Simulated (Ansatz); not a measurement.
Cost and result for the atomization energy of C$_{2}$H$_{8}$O$_{2}$SSn, SMILES `C[O][SnH]([SH])[O]C` (14 atoms, 13 bonds).

Z-matrix (Å, degrees):
```
C
O 1 1.409
H 1 1.097 2 112.5
H 1 1.094 2 108.0 3 119.1
H 1 1.098 2 112.3 3 -122.2
Sn 2 1.959 1 119.8 3 55.3
O 6 1.956 2 106.5 1 -53.0
S 6 2.379 2 101.3 1 -170.1
H 6 1.698 2 114.5 1 62.5
C 7 1.409 6 120.2 2 -62.6
H 8 1.346 6 89.8 2 10.7
H 10 1.097 7 112.1 6 67.3
H 10 1.093 7 108.0 6 -173.7
H 10 1.097 7 112.4 6 -54.6
```

Total charge 0; spin multiplicity 1. Correlated methods include outer-core shells of Sn, which these sets cover unevenly. Sn: def2 effective core potential. The structure was optimised at the PBE0-D4/def2-TZVP level. It is one conformer, not always the lowest. Program: Ansatz. All runs use 2 threads of an AMD EPYC 7R13 on a shared host and a share of an NVIDIA H100 80 GB. Times are those of one run each, without the atoms' runs, and a repeat can differ threefold. Electronic energies, without spin–orbit coupling; frozen cores. CCSD(T)/CBS adds CCSD(T) − MP2 in def2-TZVPP to the MP2 limit, and its time is that of the two runs behind it. T1 = 0.014. With those shells the extrapolation isn't a true limit. B3LYP takes the VWN-RPA correlation (the form of Gaussian; ORCA's B3LYP/G).

CCSD(T)/CBS is a level of theory with its own doubt, some kJ/mol a heavy atom from the limit and from the frozen cores, so smaller differences don't rank the functionals.

| level | functions | wall time | atomization (kJ/mol) | difference from CCSD(T)/CBS | per bond |
| --- | --- | --- | --- | --- | --- |
| PBE-D4/def2-TZVPP (with forces) | 328 | 7.5 s | 4916.4 | 54.7 | 4.2 |
| PBE0-D4/def2-TZVPP | 328 | 9.5 s | 4808.1 | -53.6 | -4.1 |
| r2SCAN-D4/def2-TZVPP (with forces) | 328 | 10 s | 4837.1 | -24.6 | -1.9 |
| ωB97X-V/def2-TZVPP | 328 | 11 s | 4854.0 | -7.7 | -0.6 |
| ωB97M-V/def2-TZVPP (with forces) | 328 | 12 s | 4838.5 | -23.2 | -1.8 |
| B2PLYP/def2-TZVPP | 328 | 12 s | 4759.1 | -102.6 | -7.9 |
| B3LYP-D4/def2-TZVPP (with forces) | 328 | 13 s | 4811.7 | -50.0 | -3.9 |
| MP2/def2-QZVPP | 620 | 14 s | 4861.5 | -0.2 | 0.0 |
| CCSD(T)/def2-TZVPP | 328 | 21 s | 4711.1 | -150.6 | -11.6 |
| CCSD(T)/CBS(def2) | – | 35 s | 4861.7 | 0.0 | 0.0 |

In def2-TZVPP, CCSD(T) changes the Hartree–Fock value by +1344.6 kJ/mol (the triples alone add +83.5 kJ/mol) and MP2 by +1404.9 kJ/mol; breaking electron pairs costs correlation energy, which Hartree–Fock lacks. The D4 term adds +52.6 kJ/mol with B3LYP and +28.4 kJ/mol with PBE0; it sums over pairs of atoms, weighted by their polarisabilities, and B3LYP, whose exchange is more repulsive, gets the larger term. From PBE to PBE0 (25 % exact exchange), in def2-TZVPP and without D4, the atomization energy moves by −103.8 kJ/mol: exact exchange takes away binding that semilocal exchange gives to molecules.

Spin–orbit coupling would lower the free Sn atoms strongly, and the atomization energy with them, by more than many differences here. For some Ge, Se and Sn compounds the MP2-based and the directly extrapolated limit differ by 10 to 25 kJ/mol.
